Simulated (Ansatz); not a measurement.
CrOF₄⁺. The state is a doublet with charge 1. Geometry r2SCAN-D4/def2-SVP, that of the neutral singlet; atoms count from 1.

Cartesian coordinates in Å:
```
Cr -0.008 0.031 0.025
O -0.317 1.190 0.962
F -1.498 -0.806 -0.148
F 0.465 -1.257 1.057
F 1.660 0.196 -0.345
F -0.302 0.647 -1.551
```

Question: Estimate the Mulliken populations from the PBE0/def2-TZVP orbitals of Ansatz.

Answer: 
| atom | charge (e) | spin (α − β) | d electrons |
| --- | --- | --- | --- |
| Cr1 | 1.67 | -0.34 | 3.94 |
| O2 | -0.13 | 0.08 | – |
| F3 | -0.13 | 0.32 | – |
| F4 | -0.14 | 0.32 | – |
| F5 | -0.13 | 0.32 | – |
| F6 | -0.13 | 0.32 | – |
Mulliken values and Mayer orders depend strongly on the basis.

Question: Where does the spin sit?

Answer: Summed by element: Cr -0.34, O 0.08, F 1.26, of 1 unpaired in all. Largest on single atoms: Cr1 -0.34, F6 0.32, F3 0.32.

Question: And the Mayer bond orders between bonded heavy atoms (over 0.3)?

Answer: Cr1–O2 2.21 (1.52 Å); Cr1–F3 0.83 (1.72 Å); Cr1–F4 0.83 (1.72 Å); Cr1–F5 0.83 (1.72 Å); Cr1–F6 0.83 (1.72 Å).
